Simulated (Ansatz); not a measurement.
Ansatz (a first-principles code) input (B3LYP-D3(BJ)/def2-TZVP):

Ansatz 0.2 input:
```yaml
crystal:
  periodic: [false, false, false]
  atoms:
    - {symbol: C, position_ang: [0.14388870, -0.07978109, 1.14411330]}
    - {symbol: Br, position_ang: [0.90124617, 1.39283035, -0.11631489]}
    - {symbol: Br, position_ang: [-0.92591281, -1.37915359, -0.07981882]}
basis:
  gaussian:
    orbitals: def2-TZVP
hamiltonian:
  xc: b3lyp
  dispersion: d3bj
total_charge: -1
magnetization: {spin_polarized: true, initial_magnetization: 1}
phonons: {temperatures: {t_min: 298.15, t_max: 298.15, t_step: 100}}
```

Output:

```
Functional definition: B3LYP
integrals: 0.08 GiB planned
906 factors; integrals over basis functions are off by at most 2.6e-4 eV
mean field: 1.05 GiB planned
mean field evaluation 1: about -141129.0419 eV, gradient 1.9e1 eV
mean field evaluation 2: about -141127.6428 eV, gradient 2.6e1 eV
mean field evaluation 4: about -141130.3678 eV, gradient 1.2e0 eV
mean field evaluation 8: about -141130.4193 eV, gradient 3.7e-2 eV
mean field evaluation 16: about -141130.4193 eV, gradient 4.2e-5 eV
mean field -141130.41929343 eV, -5186.4472473997 hartree, gradient 3.2e-5 eV, S^2 0.755249; 0 other end points of the search recorded, 0 dependent functions left out
the calculation of the forces begins
reference -141130.41948569 eV, -5186.4472544649 hartree; 39, 38 occupied and 88, 89 virtual orbitals, 906 factors
these checks for a lower state are left out or cut short: stability, starts, cluster_reference, orbital_swaps, neighbouring_geometries, increment
integrals: 0.08 GiB planned
906 factors; integrals over basis functions are off by at most 2.6e-4 eV
mean field: 1.05 GiB planned
mean field -141130.41928255 eV, -5186.4472469996 hartree, gradient 1.2e-6 eV, S^2 0.755250; 0 other end points of the search recorded, 0 dependent functions left out
the calculation of the forces begins
reference -141130.41947483 eV, -5186.4472540660 hartree; 39, 38 occupied and 88, 89 virtual orbitals, 906 factors
these checks for a lower state are left out or cut short: stability, starts, cluster_reference, orbital_swaps, neighbouring_geometries, increment
integrals: 0.08 GiB planned
906 factors; integrals over basis functions are off by at most 2.6e-4 eV
mean field: 1.05 GiB planned
mean field evaluation 32: about -141130.4193 eV, gradient 1.4e-6 eV
mean field -141130.41927479 eV, -5186.4472467145 hartree, gradient 1.3e-6 eV, S^2 0.755248; 0 other end points of the search recorded, 0 dependent functions left out
the calculation of the forces begins
reference -141130.41946701 eV, -5186.4472537786 hartree; 39, 38 occupied and 88, 89 virtual orbitals, 906 factors
these checks for a lower state are left out or cut short: stability, starts, cluster_reference, orbital_swaps, neighbouring_geometries, increment
integrals: 0.08 GiB planned
906 factors; integrals over basis functions are off by at most 2.6e-4 eV
mean field: 1.05 GiB planned
mean field -141130.41934624 eV, -5186.4472493402 hartree, gradient 2.8e-6 eV, S^2 0.755250; 0 other end points of the search recorded, 0 dependent functions left out
the calculation of the forces begins
reference -141130.41953859 eV, -5186.4472564090 hartree; 39, 38 occupied and 88, 89 virtual orbitals, 906 factors
these checks for a lower state are left out or cut short: stability, starts, cluster_reference, orbital_swaps, neighbouring_geometries, increment
integrals: 0.08 GiB planned
906 factors; integrals over basis functions are off by at most 2.6e-4 eV
mean field: 1.05 GiB planned
mean field -141130.41921088 eV, -5186.4472443658 hartree, gradient 2.8e-6 eV, S^2 0.755247; 0 other end points of the search recorded, 0 dependent functions left out
the calculation of the forces begins
reference -141130.41940304 eV, -5186.4472514275 hartree; 39, 38 occupied and 88, 89 virtual orbitals, 906 factors
these checks for a lower state are left out or cut short: stability, starts, cluster_reference, orbital_swaps, neighbouring_geometries, increment
integrals: 0.08 GiB planned
906 factors; integrals over basis functions are off by at most 2.6e-4 eV
mean field: 1.05 GiB planned
mean field -141130.41928590 eV, -5186.4472471228 hartree, gradient 1.9e-6 eV, S^2 0.755248; 0 other end points of the search recorded, 0 dependent functions left out
the calculation of the forces begins
reference -141130.41947813 eV, -5186.4472541873 hartree; 39, 38 occupied and 88, 89 virtual orbitals, 906 factors
these checks for a lower state are left out or cut short: stability, starts, cluster_reference, orbital_swaps, neighbouring_geometries, increment
integrals: 0.08 GiB planned
906 factors; integrals over basis functions are off by at most 2.6e-4 eV
mean field: 1.05 GiB planned
mean field -141130.41929167 eV, -5186.4472473348 hartree, gradient 2.1e-6 eV, S^2 0.755249; 0 other end points of the search recorded, 0 dependent functions left out
the calculation of the forces begins
reference -141130.41948394 eV, -5186.4472544007 hartree; 39, 38 occupied and 88, 89 virtual orbitals, 906 factors
Total energy: -141130.56698037 eV, -5186.4526747946 hartree
Atom 0 at     0.143889    -0.079781     1.144113 Å, force     0.000172    -0.000096     0.001370 eV/Å
Atom 1 at     0.901246     1.392830    -0.116315 Å, force    -0.000391    -0.000415    -0.000679 eV/Å
Atom 2 at    -0.925913    -1.379154    -0.079819 Å, force     0.000219     0.000511    -0.000691 eV/Å
Dipole moment:    -0.041069     0.022771    -0.326557 e Å
Vibrations: 134.62 377.00 462.54 cm⁻¹, zero-point energy 0.060390 eV
```
